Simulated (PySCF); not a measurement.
Geometry:
| atom | x (Å) | y (Å) | z (Å) |
| --- | --- | --- | --- |
| C1 | -0.854 | -1.941 | -0.105 |
| C2 | -0.979 | -0.480 | 0.323 |
| C3 | -2.391 | 0.060 | 0.098 |
| Si4 | 0.288 | 0.602 | -0.573 |
| Si5 | 0.234 | 2.823 | 0.191 |
| O6 | 1.836 | 0.041 | -0.322 |
| Si7 | 2.908 | -0.963 | 0.431 |
| H8 | -1.060 | -2.062 | -1.182 |
| H9 | -1.573 | -2.577 | 0.439 |
| H10 | 0.150 | -2.351 | 0.085 |
| H11 | -0.742 | -0.406 | 1.401 |
| H12 | -2.651 | 0.073 | -0.974 |
| H13 | -3.141 | -0.570 | 0.604 |
| H14 | -2.513 | 1.086 | 0.480 |
| H15 | 0.006 | 0.543 | -2.044 |
| H16 | -1.097 | 3.461 | -0.060 |
| H17 | 0.490 | 2.845 | 1.667 |
| H18 | 1.286 | 3.645 | -0.482 |
| H19 | 2.528 | -1.156 | 1.865 |
| H20 | 4.269 | -0.357 | 0.362 |
| H21 | 2.933 | -2.299 | -0.239 |

PySCF 2.14 calculation with PBE0-D3(BJ)/def2-SVP geometry and σ from GIAO-KT3/pcSseg-1; one conformer, gas phase, rapidly exchanging positions averaged, non-relativistic Hamiltonian.

δ = σ(ref) − σ, references computed at the same level: 13C and 1H and 29Si vs TMS; 17O vs H2O.

```tsv
atoms	nucleus	count	δ (ppm)
Si5	29Si	1	-108.0
H15	1H	1	?
H16/H17/H18	1H	3	3.29
Si7	29Si	1	-43.0
C1	13C	1	20.9
C2	13C	1	21.5
H19/H20/H21	1H	3	?
H11	1H	1	1.20
C3	13C	1	?
H12/H13/H14	1H	3	0.89
Si4	29Si	1	?
O6	17O	1	11.2
H8/H9/H10	1H	3	1.27
```

Estimate the values marked ?.

## Answers


- C3: 17.1 ppm, methyl carbon; aliphatic region, no heteroatom directly attached
- H15: 4.97 ppm, hydrogen on a silicon bonded to C, O, Si
- H19/H20/H21: 4.97 ppm, hydrogen on a silicon bonded to O
- Si4: 6.0 ppm, silicon bonded to C, O, Si, H

Shifts are as computed, not scaled to solution data. Of 1309 compounds with measured shifts, 239 miss one by over three times the rms of a fit or turn the order of signals round; such compounds aren't used in these exercises. Experimental scales use liquid or dissolved standards, which lie at an offset from isolated H2O (liquid H2O: subtract about 36 ppm).
